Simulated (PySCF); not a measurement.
A database entry of computed molecular properties.

```json
{
 "formula": "C7H6NO",
 "smiles": "[O+]#CCc1ccncc1",
 "charge": 1,
 "multiplicity": 1,
 "geometry_level": "PBE0-D3(BJ)/def2-SVP",
 "electronic_structure_code": "PySCF",
 "results": {
  "PBE0-D3(BJ)/def2-SVP geometry optimisation, gas phase": {
   "point_group": "Cs",
   "rotational_constants_GHz": [3.853, 1.045, 0.964]
  },
  "PBE0/def2-SVPD ground state and vertical TDDFT (core frozen in the response)": {
   "homo_eV": -11.44,
   "lumo_eV": -7.79,
   "S1_eV": 2.79,
   "strongest_line_of_6_singlets_eV": 4.28,
   "polarisability_au": 84.4,
   "r2_bohr2_about_centre_of_nuclear_charge": 1180.5,
   "singlets_eV_and_f": [
    [2.79, 0.007],
    [2.89, 0.0],
    [3.28, 0.005],
    [3.36, 0.011],
    [4.15, 0.0],
    [4.28, 0.095]
   ]
  }
 }
}
```

S1 lies 0.86 eV below the HOMO–LUMO gap. The rotational constants make it an asymmetric top with κ = (2B − A − C)/(A − C) = -0.94, nearer the prolate limit (−1). The 6 singlets span 2.79 to 4.28 eV, and their oscillator strengths add up to 0.12.

For the geometry optimisation (PBE0-D3(BJ)/def2-SVP), on one thread, Arm Neoverse V1 (aarch64), no GPU, shared host with 32 logical CPUs at a one-minute load of 12, this took 84 s of wall time and 0.62 GiB of memory at its peak.

Conformer computed: `[O+:1]#[C:2][CH2:3][c:4]1[cH:5][cH:6][n:7][cH:8][cH:9]1`: C2–C3–C4–C5 90°.

One conformer stands for the species.
